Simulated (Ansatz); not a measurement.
Computed with Ansatz on PBE0-D4/def2-TZVP structures; ΔE is electronic, products minus reactants. CCSD(T)/CBS adds triple-zeta CCSD(T) − MP2 to the extrapolated MP2 energy (def2 sets, frozen cores). This one scheme is used for every species. DFT in def2-TZVPP. B3LYP here is the variant with VWN-RPA as its local correlation; programs differ in this. Each species was taken in one conformer, which may not be the lowest.

`NC([SiH3])[SiH2]O` + `OCBF` → `OC([SiH3])BF` + `NC[SiH2]O`  (formal exchange of groups at the Si–C bond)

```csv
level,ΔE (eV)
B3LYP-D4,-0.01
MP2/def2-TZVPP,-0.01
CCSD(T)/def2-TZVPP,-0.01
HF/def2-QZVPP,0.00
```

(1) What does CCSD(T)/CBS give? (Best estimate.)

Largest T1 diagnostic among the species: 0.013.

Answers

(1) Computed: 0.00 eV. The listed levels differ from it by -0.01, -0.01, -0.01, 0.00 eV.

The D4 term adds +0.03 eV with B3LYP and +0.02 eV with PBE0; it sums over pairs of atoms, weighted by their polarisabilities, and B3LYP, whose exchange is more repulsive, gets the larger term.
